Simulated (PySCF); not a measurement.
Species: C4H6O4S.
Cartesian coordinates in Å at the GFN2-xTB level; atoms count from 1:
```
atom  x, y, z in Å
C1     2.172   -0.231   -0.039
C2     1.598    0.187    1.074
O3     0.391    0.834    1.165
C4    -0.467    0.725    0.142
C5    -1.202    1.685   -0.381
S6    -0.739   -0.970   -0.458
O7    -0.250   -1.940    0.475
O8    -0.391   -1.067   -1.836
O9    -2.355   -1.022   -0.362
H10    1.709   -0.131   -1.005
H11    3.129   -0.715    0.000
H12    2.047    0.110    2.053
H13   -1.114    2.711   -0.067
H14   -1.917    1.434   -1.140
H15   -2.614   -1.601    0.357
```

Theory: TDDFT CAM-B3LYP/def2-SVPD, vertical, gas phase, core orbitals frozen in the response (PySCF).

Ground-to-excited transition dipoles (e·a0, same axes as the geometry; the sign carries no meaning), for the states with f of 0.002 or more among the lowest 7:

| state | E (hartree) | μx | μy | μz |
| --- | --- | --- | --- | --- |
| S1 | 0.2053 | 0.654 | -0.511 | 0.135 |
| S2 | 0.2499 | -0.980 | 0.698 | 0.207 |
| S3 | 0.2530 | -0.146 | -0.661 | 0.476 |
| S4 | 0.2559 | 0.117 | 0.372 | 0.018 |
| S5 | 0.2702 | -0.112 | -0.049 | -0.309 |
| S6 | 0.2773 | 0.082 | 0.418 | -0.054 |
| S7 | 0.2786 | 0.074 | 0.062 | 0.047 |

Task: What oscillator strength does each state have?

Result: f = (2/3) ΔE |μ|² with ΔE in hartree (27.2114 eV).

```json
{"state": "S1", "|μ|² (au)": "0.707", "|μ| (D)": "2.14", "f": "0.097"}
{"state": "S2", "|μ|² (au)": "1.490", "|μ| (D)": "3.10", "f": "0.248"}
{"state": "S3", "|μ|² (au)": "0.685", "|μ| (D)": "2.10", "f": "0.115"}
{"state": "S4", "|μ|² (au)": "0.153", "|μ| (D)": "0.99", "f": "0.026"}
{"state": "S5", "|μ|² (au)": "0.110", "|μ| (D)": "0.84", "f": "0.020"}
{"state": "S6", "|μ|² (au)": "0.184", "|μ| (D)": "1.09", "f": "0.034"}
{"state": "S7", "|μ|² (au)": "0.012", "|μ| (D)": "0.27", "f": "0.002"}
```

Task: Which bond between heavy atoms lies closest to the direction of the S2 transition dipole?

Result: C2–O3, at 9° from it; next C4–C5 and S6–O9 at 37°.

Task: What angle do the transition dipoles of S3 and S6 make?

Result: |cos θ| = |μa·μb| / (|μa| |μb|) = 0.88, so θ ≈ 28° (taken between 0 and 90°, since the signs are arbitrary).

Task: What peak molar absorption coefficient would the strongest computed level give as a lone Gaussian band 0.4 eV wide at half height?

Result: ε(max) = 2.175×10⁸ f / FWHM, with the width in cm⁻¹. S2: 2.175×10⁸ × 0.2482 / 3226 ≈ 17000 L mol⁻¹ cm⁻¹.

One conformer stands for the species.
